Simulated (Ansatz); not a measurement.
`C[O][In]([OH])[SH]` and `C[O][In]([CH3])[SH]` differ in one atom or group.

Ansatz, PBE0-D4/def2-TZVP geometries, multiplicity 1. Each molecule was computed in one conformer, which needn't be the lowest.

Elements past krypton have def2 core potentials.

```csv
property,`C[O][In]([OH])[SH]`
HOMO–LUMO gap (ωB97M-V/def2-TZVPP) / eV,9.98
LUMO energy (PBE0/def2-TZVPP) / eV,-1.77
HOMO–LUMO gap (PBE/def2-TZVPP) / eV,3.43
LUMO energy (B3LYP/def2-TZVPP) / eV,-2.09
HOMO–LUMO gap (B3LYP/def2-TZVPP) / eV,5.24
size of the dipole moment (ωB97M-V/def2-TZVPP) / D,0.83
```

Problem. Give the same properties after the change, and the shifts. (An estimate is asked.)

Solution. Computed: 
```json
{"property": "HOMO–LUMO gap (ωB97M-V/def2-TZVPP) / eV", "`C[O][In]([CH3])[SH]`": "9.98", "shift": "0.00"}
{"property": "LUMO energy (PBE0/def2-TZVPP) / eV", "`C[O][In]([CH3])[SH]`": "-0.91", "shift": "0.86"}
{"property": "HOMO–LUMO gap (PBE/def2-TZVPP) / eV", "`C[O][In]([CH3])[SH]`": "3.97", "shift": "0.54"}
{"property": "LUMO energy (B3LYP/def2-TZVPP) / eV", "`C[O][In]([CH3])[SH]`": "-1.22", "shift": "0.87"}
{"property": "HOMO–LUMO gap (B3LYP/def2-TZVPP) / eV", "`C[O][In]([CH3])[SH]`": "5.68", "shift": "0.44"}
{"property": "size of the dipole moment (ωB97M-V/def2-TZVPP) / D", "`C[O][In]([CH3])[SH]`": "2.65", "shift": "1.82"}
```

With PBE0 the HOMO rises by 0.42 eV and the LUMO rises by 0.86 eV, so the gap widens by about 0.44 eV. PBE moves the HOMO by 0.34 eV and ωB97M-V by 0.47 eV. Dipoles are sizes alone; their direction can turn.

B3LYP here is the variant with VWN-RPA as its local correlation; programs differ in this.
